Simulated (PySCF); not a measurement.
Te(NH2)(SiMe3), C3H11NSiTe, SMILES C[Si](C)(C)[Te]N, GFN2-xTB optimised geometry. Atoms within 1.6 Å of the plane z = 0.0 Å (x, y, z in Å): Te1 (-0.26, 1.72, 0.00), N2 (-2.24, 1.11, -0.13), H3 (-2.66, 1.52, -0.96), H4 (-2.76, 1.50, 0.65), Si5 (0.46, -0.70, 0.00), C6 (-0.19, -1.60, 1.56), C7 (2.36, -0.70, 0.00), C8 (-0.20, -1.59, -1.56), H9 (0.05, -2.66, 1.54), H12 (2.76, -0.19, 0.87), H13 (2.76, -0.21, -0.88), H14 (2.74, -1.72, 0.01), H17 (0.01, -2.66, -1.53).

Level of theory: PySCF with B3LYP/def2-SVP, def2 effective core potentials past Kr. The core electrons that the potentials of Te replace are not part of the density. Cells within 0.4 Å of a nucleus heavier than hydrogen are left out (blank, or x).

Map of the electrostatic potential (hartree/e), clipped to [-0.08, 0.12] on the plane z = 0.0 Å:

```
|4444444444433333333333333333333|
|4444444444443333333333333333333|
|4444444444443333333333333333333|
|4444444444444433333333333333333|
|4444444444444444443333333333333|
|4444444444556676554444444433333|
|4444555555679999975444444444433|
|4445555555799999998654444444444|
|4455566667999999999754444444444|
|44556789999999xx999965444444444|
|44456899999999xx999965444444444|
|44456999xx9999x9999965444444444|
|44445799xx999999999865444444333|
|4443349999999999999865554443333|
|4333222476459999999988986443333|
|3333210000137999999999999643333|
|3333210000148999x99999x99843333|
|3333221111249999xx999xxx9953333|
|3333322222348999xx9999x99943333|
|3333332223346999999999999954333|
|3333333333345899999989999954333|
|3333333333344579999767999954444|
|3333333333344456676555899754444|
|3333333333334444555545566544444|
|3333333333334444444444444444444|
|3333333333334444444444444444444|
|3333333333334444444444444444444|
|3333333333334444444444444444444|
|3333333333344444444444444444444|
|3333333333344444444444444444444|
|3333333333444444444444444444444|
```
Scale: ten equal steps from -0.080 (start of '0') to 0.120 (end of '9'), in the order '0123456789'; x runs from -5.00 to 5.00, y from -5.00 (bottom) to 5.00 (top).
